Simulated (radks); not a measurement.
Results of a calculation; reference values are marked as such.
Task: All-electron atom: Co IV in [Ar] 3d6. Level of theory: Dirac Kohn-Sham, PBE, spin-unpolarised, spherical densities, finite nucleus; open shells fill j = l - 1/2 first; Fermi nuclear charge, rms radius 3.7875 fm (a radial shooting solver on a logarithmic mesh with Libxc functionals).

Spin-orbit splittings of the eigenvalues, e(l+1/2) - e(l-1/2), with zeta = 2 splitting/(2l+1) and mean radii in bohr:

| shell | occ. | splitting (eV) | zeta (eV) | <r> j=l-1/2 | <r> j=l+1/2 |
|---|---|---|---|---|---|
| 2p | 6 | ? | ? | 0.2228 | 0.2259 |
| 3p | 6 | 1.893 | 1.262 | 0.7992 | 0.8083 |
| 3d | 6 | 0.2207 | 0.08829 | 0.9384 | 0.9422 |

Estimate the 2p splitting.

Result: 14.82 eV (zeta = 9.881 eV).
